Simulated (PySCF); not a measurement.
19F chemical shifts

Method: GFN2-xTB geometry, GIAO PBE0/pcSseg-1 shieldings, in PySCF 2.14 (single conformer, isolated molecule, rapidly exchanging positions averaged, non-relativistic).

Shieldings were converted by a linear fit to measured shifts: 19F: δ = 146.13 − 0.903σ +14.6 on sp3 carbon (rms 6.0 ppm, 223 shifts, 7.0 ppm with the 5 outliers that the fit left out vs CFCl3, solution or neat liquid). A few per cent of atoms miss by over 2 rms, more outside the fitted compound classes.

Question: Give the 19F shifts of `N[Si@@H]1CC[C@@H]1F`, `COCC(F)(F)C(F)(F)F`, `C=C1CO[C@@H](F)C[SiH2]1`.

Answer: 
```
                                                       compound                            environment  δ (ppm)
                                            N[Si@@H]1CC[C@@H]1F              fluorine on an sp3 carbon   -200.6
[CH3:1][O:2][CH2:3][C:4]([F:5])([F:6])[C:7]([F:8])([F:9])[F:10]  F8/9/10: fluorine of a CF3 group (×3)    -84.3
[CH3:1][O:2][CH2:3][C:4]([F:5])([F:6])[C:7]([F:8])([F:9])[F:10]     F5/6: fluorine of a CF2 group (×2)   -126.1
                                        C=C1CO[C@@H](F)C[SiH2]1              fluorine on an sp3 carbon   -132.9
```

Question: Order these by 19F shift, lowest first.
A. FCOC1=CCC[SiH2]1
B. C=C[C@@](F)(C=O)C[SiH3]
C. FCOC1=CC[SiH2]C1
D. FC[SiH2]O[C@]12C[C@H]1C2
E. N[Si@@H]1CC[C@H]1F

Answer: D (-264.7 ppm, fluorine on an sp3 carbon), E (-196.6 ppm, fluorine on an sp3 carbon), A (-166.8 ppm, fluorine on an sp3 carbon), C (-141.8 ppm, fluorine on an sp3 carbon), B (-127.9 ppm, fluorine on an sp3 carbon).
